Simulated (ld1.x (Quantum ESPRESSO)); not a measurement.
# What one change does to a pseudopotential (S, PAW)

ld1.x (Quantum ESPRESSO) 7.5 input, shortened:

```
&input
   title='S', zed=16., rel=1, dft='PBE', iswitch=3,
   config='[Ne] 3s2 3p3'
 /
 &inputp
   pseudotype=3, lpaw=.true., tm=.true., lloc=-2, rcloc=1.10,
   nlcc=.true., new_core_ps=.true., rcore=0.80,
   which_augfun='PSQ', rmatch_augfun_nc=.true.
 /
4
3S  1  0   2.00   0.00  1.05  1.25  0.0
3S  1  0   0.00   1.45  1.05  1.25  0.0
3P  2  1   3.00   0.00  1.10  1.35  0.0
3P  2  1   0.00   0.25  1.10  1.35  0.0
 &test
   configts(1)='3s2 3p3'
 /
```

Change: all radii but the core radius scaled by about 1.18 (s 1.48, p 1.60 bohr, rcut 1.24/1.30); local potential all-electron potential smoothed inside 1.30 bohr (lloc = -2).

Cutoffs: the cutoffs (Ry, on a coarse ladder) from which the occupation-weighted sum of valence levels, in a spherical-Bessel basis at the reference potential, stays within 10 and 1 mRy of its value at 400 Ry; they do not see the model core or the augmentation charge, which bear on the density cutoff. Errors are all-electron minus pseudo energies relative to the spin-unpolarised reference configuration.

Task: How do hardness, ghosts and transferability respond?

Result: The potential gets softer (25 Ry and 45 Ry → 18 Ry and 30 Ry); of the 7 tests that both files solve, the error grows in 0 and shrinks in 1 by more than 15 % and 0.3 meV (median size 0.4 → 0.4 meV); neither file shows a bound ghost. A larger radius leaves more room for a smooth pseudo-wave, so fewer plane waves are needed.

```csv
quantity,base,changed
"cutoff, loose",25 Ry,18 Ry
"cutoff, tight",45 Ry,30 Ry
loose cutoff by channel (10 mRy a level),"s 21 Ry, p 10 Ry","s 10 Ry, p 15 Ry"
bound ghosts,none,none
"error for 3s2 3p4, meV [ΔE -11.77 eV]",+0.4,+0.4
"error for 3s2 3p2, meV [ΔE 22.28 eV]",-4.2,-4.2
"error for 3s2 3p1, meV [ΔE 56.33 eV]",-23,-23
"error for 3s2 3p3.5, meV [ΔE -7.11 eV]",+0.3,+0.3
"error for 3s1 3p4, meV [ΔE 10.88 eV]",-0.7,-0.5
"error for 3s0 3p6, meV [ΔE 8.97 eV]",-0.4,-0.1
"error for 3s1 3p5, meV [ΔE -1.46 eV]",+0.3,+0.4
lowest overlap eigenvalue by channel,"s 0.52, p 0.75","s 0.46, p 0.79"
```
